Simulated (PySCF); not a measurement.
Isotope clusters of molecular radical cations, worked from isotope masses and abundances (centroid m/z, relative intensity):

1. 141.9992 (100.0), 143.0026 (4.4), 143.9963 (32.2), 144.9997 (1.4)
2. 126.0229 (100.0), 127.0263 (6.6), 128.0284 (0.4)
3. 121.9681 (100.0), 122.9715 (2.3), 123.9724 (0.4)
4. 119.9569 (100.0), 120.9603 (3.3), 121.9549 (97.3), 122.9583 (3.2)
5. 226.0122 (0.5), 228.0132 (33.1), 229.0147 (56.7), 230.0148 (77.9), 231.0168 (45.4), 232.0171 (100.0), 233.0205 (2.2), 234.0199 (22.8), 235.0233 (0.5)
6. 229.9224 (1.0), 231.9203 (2.0), 232.9215 (0.8), 233.9193 (17.2), 234.9206 (9.0), 235.9183 (45.6), 236.9194 (26.4), 237.9179 (94.3), 238.9184 (37.2), 239.9172 (100.0), 240.9185 (33.3), 241.9174 (78.9), 242.9195 (7.5), 243.9183 (27.9), 244.9220 (3.1), 245.9196 (11.9), 246.9231 (0.4), 247.9200 (2.1)

Lines and terms under 0.3 % are left out. Candidates, as SMILES:
A. `[CH3][Hg][CH3]`
B. `COc1ccccp1`
C. `BrC1CC1`
D. `P(/[H])=P/C(=O)OC`
E. `[CH3][Sn]([CH3])([CH3])[GeH3]`
F. `CCC(F)(F)C(=O)Cl`

Q: Match clusters and compounds, and give each formula.

A: 
1 = F, C4H5ClF2O, monoisotopic mass of the neutral 141.9997 u; relative to that species, one 13C gives 4.3 % at +1 and one 37Cl gives 32.0 % at +2.
2 = B, C6H7OP, monoisotopic mass of the neutral 126.0235 u; relative to that species, one 13C gives 6.5 % at +1.
3 = D, C2H4O2P2, monoisotopic mass of the neutral 121.9687 u; relative to that species, one 13C gives 2.2 % at +1 and one 18O gives 0.4 % at +2.
4 = C, C3H5Br, monoisotopic mass of the neutral 119.9575 u; relative to that species, one 13C gives 3.2 % at +1 and one 81Br gives 97.3 % at +2.
5 = A, C2H6Hg, monoisotopic mass of the neutral 232.0176 u; relative to that species, one 196Hg gives 0.5 % at -6, one 198Hg gives 33.4 % at -4, one 199Hg gives 56.5 % at -3, one 200Hg gives 77.4 % at -2, one 201Hg gives 44.1 % at -1, one 13C gives 2.2 % at +1 and one 204Hg gives 23.0 % at +2.
6 = E, C3H12GeSn, monoisotopic mass of the neutral 241.9173 u; relative to that species, one 112Sn gives 3.0 % at -8, one 70Ge gives 57.4 % at -4, one 116Sn gives 44.6 % at -4, one 117Sn gives 23.6 % at -3, one 72Ge gives 75.9 % at -2, one 118Sn gives 74.3 % at -2, one 119Sn gives 26.4 % at -1, one 73Ge gives 21.3 % at -1, one 13C gives 3.2 % at +1, one 76Ge gives 21.0 % at +2, one 122Sn gives 14.2 % at +2 and one 124Sn gives 17.8 % at +4.

Q: What is the mean mass of the whole cluster 2, and how does it compare with the molar mass?

A: 126.093 u over all lines, faint ones too (the ion lacks one electron, 0.0005 u); standard atomic weights give 126.095 g/mol for C6H7OP.

Q: Give the exact less the nominal mass of each, in mDa.

A: C2H6Hg +17.6, C6H7OP +23.5, C3H5Br -42.5, C2H4O2P2 -31.3, C3H12GeSn -82.7, C4H5ClF2O -0.3 (neutral, monoisotopic).

Abundances used (%; other tables differ somewhat): 12C 98.93, 13C 1.07; 16O 99.757, 17O 0.038, 18O 0.205; 35Cl 75.78, 37Cl 24.22; 1H 99.9885, 2H 0.0115; 79Br 50.69, 81Br 49.31; 196Hg 0.15, 198Hg 9.97, 199Hg 16.87, 200Hg 23.1, 201Hg 13.18, 202Hg 29.86, 204Hg 6.87; 112Sn 0.97, 114Sn 0.66, 115Sn 0.34, 116Sn 14.54, 117Sn 7.68, 118Sn 24.22, 119Sn 8.59, 120Sn 32.58, 122Sn 4.63, 124Sn 5.79; 70Ge 20.84, 72Ge 27.54, 73Ge 7.73, 74Ge 36.28, 76Ge 7.61.

Isomers would give the same cluster, so the cluster fixes the formula at best.

Masses and patterns are calculated from tabulated isotope masses and abundances.
